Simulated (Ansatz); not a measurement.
GaF3: single points at one geometry.

```yaml
crystal:
  periodic: [false, false, false]
  atoms:
    - {symbol: Ga, position_ang: [0.745033, 0.020576, 0.195933]}
    - {symbol: F, position_ang: [-0.685156, -1.316312, 0.186790]}
    - {symbol: F, position_ang: [0.224164, 1.477794, 1.074474]}
    - {symbol: F, position_ang: [-0.284042, -0.182070, -1.457189]}
basis:
  gaussian: {orbitals: def2-TZVP, initial_orbitals: start.molden}
magnetization: {spin_polarized: true, initial_magnetization: 2}
correlation: {method: mp2}
scf: {omitted_lower_state_checks: [starts]}
output: {orbitals: {seedname: orbitals}}
```

The file start.molden holds the orbitals of an earlier run on this structure, at another level or in another basis.

```sh
$ ansatz run in.yaml --threads 4 --pin off --events-out ev --progress --plain --max-ram 3916MiB
```

Shortened log:

```
Functional definition: HF
944 factors; integrals over basis functions are off by at most 1.1e-3 eV
mean field evaluation 1: about -60452.9437 eV, gradient 2.4e1 eV
mean field evaluation 2: about -60454.1474 eV, gradient 1.5e0 eV
mean field evaluation 4: about -60454.2036 eV, gradient 2.0e-1 eV
mean field evaluation 8: about -60454.3439 eV, gradient 2.7e-2 eV
mean field -60454.34389275 eV, -2221.6561606323 hartree, gradient 2.0e-6 eV, S^2 2.019035; 0 other end points of the search recorded, 0 dependent functions left out
12 core orbitals not correlated: weight in the atoms' cores, before any rotation towards them, 1.000 or more for the frozen orbitals, at most 0.000 for the correlated occupied ones
reference -60454.34389275 eV, -2221.6561606323 hartree; 18, 16 occupied and 111, 113 virtual orbitals, 944 factors
second order -25.04937555 eV of doubles, -0.00000000 eV of singles
Total energy: -60479.39326830 eV, -2222.5767082049 hartree
Checks for a lower state left out: starts
```

It took 2.3 s on 4 threads of Arm Neoverse V1 on a shared host.

The first input with `hamiltonian: {xc: {text: "exchange = 0.50*pbe_x + 0.50*exact_x\ncorrelation = pbe_c"}}` and without the key `correlation` (abridged; 2.4 s):

```
Functional definition: unnamed
mean field -60517.12235335 eV, -2223.9632265069 hartree, gradient 2.5e-5 eV, S^2 2.018086
Total energy: -60517.12236878 eV, -2223.9632270740 hartree
Checks for a lower state left out: starts
```

First input, but with `hamiltonian: {xc: pbe}`, `correlation: {method: rpa}` and without the key `output` (abridged; 2.3 s):

```
Functional definition: PBE
mean field -60515.78483546 eV, -2223.9140736308 hartree, gradient 2.1e-6 eV, S^2 2.003711
12 core orbitals not correlated: weight in the atoms' cores, before any rotation towards them, 1.000 or more for the frozen orbitals, at most 0.000 for the correlated occupied ones
Total energy: -60491.32367876 eV, -2223.0151427026 hartree
Checks for a lower state left out: starts
```

As the first input, with `hamiltonian: {xc: hf}` and without the key `correlation` (abridged; 2.4 s):

```
Functional definition: HF
mean field -60454.34321319 eV, -2221.6561356590 hartree, gradient 2.8e-5 eV, S^2 2.019035
Total energy: -60454.34321319 eV, -2221.6561356590 hartree
Checks for a lower state left out: starts
```

As the first input, with `hamiltonian: {xc: {text: "exchange = 0.95*pbe_x + 0.05*exact_x\ncorrelation = pbe_c"}}` and without the key `correlation` (abridged; 1.9 s):

```
Functional definition: unnamed
mean field -60515.85430108 eV, -2223.9166264455 hartree, gradient 2.0e-5 eV, S^2 2.004588
Total energy: -60515.85433015 eV, -2223.9166275138 hartree
Checks for a lower state left out: starts
```

First input, but with `hamiltonian: {xc: {name: BLYP}, dispersion: d4}` and without the key `correlation` (abridged; 1.4 s):

```
Functional definition: BLYP
mean field -60532.96830256 eV, -2224.5455543995 hartree, gradient 1.1e-5 eV, S^2 2.003649
Total energy: -60533.09072225 eV, -2224.5500532401 hartree
Checks for a lower state left out: starts
```

As the first input, with `gaussian: {orbitals: 6-31G}`, `hamiltonian: {xc: hf}` and without the key `correlation` (abridged; 0.5 s):

```
Functional definition: HF
mean field evaluation 16: about -60440.7413 eV, gradient 8.8e-2 eV
mean field evaluation 32: about -60440.8122 eV, gradient 3.8e-1 eV
mean field -60440.82551906 eV, -2221.1593695625 hartree, gradient 1.9e-5 eV, S^2 2.017402
Total energy: -60440.82551906 eV, -2221.1593695625 hartree
Checks for a lower state left out: starts
```

Geometry: PBE-D4/def2-TZVP.

The 6-31G sets use Cartesian d functions. Correlated methods freeze 12 core orbitals; core or outer-core shells of Ga are correlated, in sets that lack core-valence functions. At PBE0-D4/def2-TZVP a singlet of charge 0 lies 4.58 eV below the triplet, each at its own geometry. The structure comes from a short search, and lower isomers may exist.
